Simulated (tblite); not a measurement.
Species: C4H4BrF3Si2.
SMILES with atom numbers: `[CH:1]#[C:2][Si@H:3]([Br:4])[SiH2:5][C:6]([F:7])=[C:8]([F:9])[F:10]` (hydrogens: H11 on C1; H12 on Si3; H13, H14 on Si5)

Computed with GFN2-xTB (tblite), gas phase: L-BFGS steps from a force-field or distance-geometry start until the largest atomic force falls under 0.01 eV/Å.

Step 9: E = -878.0747 eV
```
atom  x, y, z in Å  |  force x, y, z in eV/Å
C1      1.2020    2.4132    1.3998    0.010   0.022   0.026
C2      1.4525    1.4288    0.7552    0.015  -0.062  -0.005
Si3     1.7575   -0.0917   -0.2515   -0.136  -0.036   0.114
Br4     3.2722    0.4639   -1.7974    0.115   0.039  -0.048
Si5    -0.1455   -0.8193   -1.3536   -0.040  -0.001  -0.040
C6     -1.3958   -1.2242    0.0207    0.036   0.055  -0.090
F7     -1.4516   -2.5095    0.4363   -0.002   0.046  -0.034
C8     -2.1820   -0.3416    0.6131   -0.020  -0.004   0.031
F9     -2.1747    0.9516    0.2967    0.099  -0.014  -0.139
F10    -3.0614   -0.5525    1.5799   -0.078  -0.083   0.115
H11     0.9984    3.2741    1.9725    0.011  -0.043  -0.048
H12     2.4171   -1.0947    0.5859    0.082   0.080   0.008
H13    -0.7624    0.1878   -2.2233   -0.003  -0.097   0.058
H14     0.0730   -2.0861   -2.0664   -0.090   0.098   0.052
```

Step 10: E = -878.0787 eV
```
atom  x, y, z in Å  |  force x, y, z in eV/Å
C1      1.2027    2.4128    1.3997    0.031  -0.059  -0.024
C2      1.4573    1.4259    0.7591   -0.025   0.005   0.027
Si3     1.7546   -0.0951   -0.2495   -0.108  -0.022   0.072
Br4     3.2773    0.4650   -1.7931    0.073   0.027  -0.025
Si5    -0.1533   -0.8200   -1.3570    0.038   0.024   0.014
C6     -1.3998   -1.2242    0.0207    0.030   0.020  -0.074
F7     -1.4446   -2.5141    0.4291   -0.040   0.139  -0.022
C8     -2.1852   -0.3407    0.6145   -0.006  -0.061   0.032
F9     -2.1715    0.9522    0.2911    0.066  -0.073  -0.093
F10    -3.0644   -0.5499    1.5841   -0.025  -0.038   0.051
H11     0.9984    3.2742    1.9707    0.012  -0.029  -0.038
H12     2.4301   -1.0864    0.5896    0.053   0.065  -0.002
H13    -0.7684    0.1873   -2.2251   -0.011  -0.078   0.042
H14     0.0664   -2.0874   -2.0659   -0.088   0.082   0.040
```

Q: Estimate the geometry and energy of step 11. (The exact step hangs on the optimiser's Hessian estimate; all steps are aligned on step 10, rigid shifts and turns removed.)

A: E = -878.0813 eV, largest force 0.154 eV/Å
```
atom  x, y, z in Å  |  force x, y, z in eV/Å
C1      1.2036    2.4119    1.3996    0.035  -0.083  -0.039
C2      1.4600    1.4236    0.7618   -0.046   0.025   0.034
Si3     1.7506   -0.0977   -0.2468   -0.034  -0.007   0.008
Br4     3.2819    0.4662   -1.7909    0.017   0.010   0.016
Si5    -0.1575   -0.8199   -1.3592    0.074   0.041   0.064
C6     -1.4020   -1.2234    0.0194    0.006   0.001  -0.039
F7     -1.4410   -2.5147    0.4242   -0.053   0.144  -0.011
C8     -2.1875   -0.3411    0.6161    0.005  -0.072   0.019
F9     -2.1682    0.9509    0.2856    0.029  -0.095  -0.048
F10    -3.0667   -0.5490    1.5877    0.025  -0.004  -0.008
H11     0.9986    3.2736    1.9687    0.011  -0.008  -0.023
H12     2.4396   -1.0797    0.5919    0.035   0.047  -0.002
H13    -0.7725    0.1854   -2.2253   -0.026  -0.041   0.014
H14     0.0604   -2.0865   -2.0648   -0.077   0.042   0.017
```

The energy changes by -0.0027 eV. The first-order estimate −F·Δx gives -0.0038 eV and the mean of the old and new forces, exact on a quadratic surface, -0.0027 eV. The step makes an angle of 58° with the force vector and moves no atom by more than 0.012 Å.

The cost below is that of the whole relaxation. On Arm Neoverse V2, one thread, no GPU, shared host with 32 logical CPUs at a one-minute load of 39, this took 0.45 s wall.
